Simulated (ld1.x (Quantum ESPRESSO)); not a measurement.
## u(r) = r·R(r): atom against pseudo-atom (carbon (C))

Columns: radius, all-electron u(r) and pseudo u(r) of the 2s shell (level -25.76 eV) of carbon in the configuration [He] 2s2 2p1; PBE, scalar-relativistic, PAW scheme, ld1.x (Quantum ESPRESSO) 7.5.

```tsv
r (bohr)	all-electron	pseudo
0.138	0.3751	-0.1204
0.275	0.2116	-0.2442
0.413	-0.0819	-0.3746
0.550	-0.3575	-0.5059
0.688	-0.5747	-0.6316
0.825	-0.7248	-0.7383
0.963	-0.8148	-0.8157
1.100	-0.8543	-0.8543
1.238	-0.8558	-0.8558
1.375	-0.8300	-0.8300
1.513	-0.7858	-0.7858
1.650	-0.7307	-0.7307
1.788	-0.6695	-0.6695
1.925	-0.6068	-0.6068
2.062	-0.5450	-0.5450
2.200	-0.4854	-0.4854
2.338	-0.4297	-0.4297
2.475	-0.3787	-0.3787
2.613	-0.3319	-0.3319
2.750	-0.2902	-0.2902
2.888	-0.2526	-0.2526
3.025	-0.2194	-0.2194
3.162	-0.1901	-0.1901
3.300	-0.1640	-0.1640
3.438	-0.1413	-0.1413
3.575	-0.1215	-0.1215
```

Question: How many radial nodes do the two functions have?

Answer: The all-electron 2s function has n − l − 1 = 1; the pseudo-wave has 0, since the states of the same l below it are removed with the core.

Question: At about which radius was the pseudo-wave matched?

Answer: 1.05 bohr, where the columns begin to agree (steps of 0.14 bohr).

Question: Is the pseudo-wave norm-conserving?

Answer: No, it belongs to a PAW set: the norm inside the radius is not constrained, and the difference is carried by the augmentation charge.
